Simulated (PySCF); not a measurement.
C⁺ (carbon, charge +1) across methods

[He] 2s2 2p1, 2P determinant. Calculation: PySCF 2.14, in dyall-acv3z (15s9p4d2f, 76 functions); no relativity, point nucleus.

```json
{"method": "PBE", "E (hartree)": "-37.3744", "mean ε 2s α (eV)": "-26.162", "mean ε 2s β (eV)": "-24.699", "mean ε 2p α (eV)": "-17.953", "Σ⟨r²⟩ (bohr²)": "8.062", "⟨S²⟩": "0.752"}
{"method": "UHF", "E (hartree)": "-37.29670", "mean ε 2s α (eV)": "-33.306", "mean ε 2s β (eV)": "-29.589", "mean ε 2p α (eV)": "-24.878", "Σ⟨r²⟩ (bohr²)": "8.052", "⟨S²⟩": "0.757"}
{"method": "PW91", "E (hartree)": "-37.4051", "mean ε 2s α (eV)": "-26.225", "mean ε 2s β (eV)": "-24.740", "mean ε 2p α (eV)": "-18.049", "Σ⟨r²⟩ (bohr²)": "8.056", "⟨S²⟩": "0.752"}
{"method": "wB97X-V", "E (hartree)": "-37.4315", "mean ε 2s α (eV)": "-30.810", "mean ε 2s β (eV)": "-28.959", "mean ε 2p α (eV)": "-22.300", "Σ⟨r²⟩ (bohr²)": "8.075", "⟨S²⟩": "0.752"}
{"method": "BLYP", "E (hartree)": "-37.4302", "mean ε 2s α (eV)": "-25.997", "mean ε 2s β (eV)": "-24.577", "mean ε 2p α (eV)": "-17.963", "Σ⟨r²⟩ (bohr²)": "8.065", "⟨S²⟩": "0.752"}
{"method": "r2SCAN", "E (hartree)": "-37.4059", "mean ε 2s α (eV)": "-26.641", "mean ε 2s β (eV)": "-24.874", "mean ε 2p α (eV)": "-18.646", "Σ⟨r²⟩ (bohr²)": "8.026", "⟨S²⟩": "0.755"}
{"method": "PBE0", "E (hartree)": "-37.3842", "mean ε 2s α (eV)": "-28.138", "mean ε 2s β (eV)": "-26.232", "mean ε 2p α (eV)": "-19.794", "Σ⟨r²⟩ (bohr²)": "8.031", "⟨S²⟩": "0.753"}
{"method": "LC-wPBE", "E (hartree)": "-37.3955", "mean ε 2s α (eV)": "-31.334", "mean ε 2s β (eV)": "-29.423", "mean ε 2p α (eV)": "-22.928", "Σ⟨r²⟩ (bohr²)": "8.032", "⟨S²⟩": "0.753"}
```

Estimate the same row for LDA.

E (hartree) = -37.0405; mean ε 2s α (eV) = -26.107; mean ε 2s β (eV) = -24.596; mean ε 2p α (eV) = -17.810; Σ⟨r²⟩ (bohr²) = 8.125; ⟨S²⟩ = 0.751.
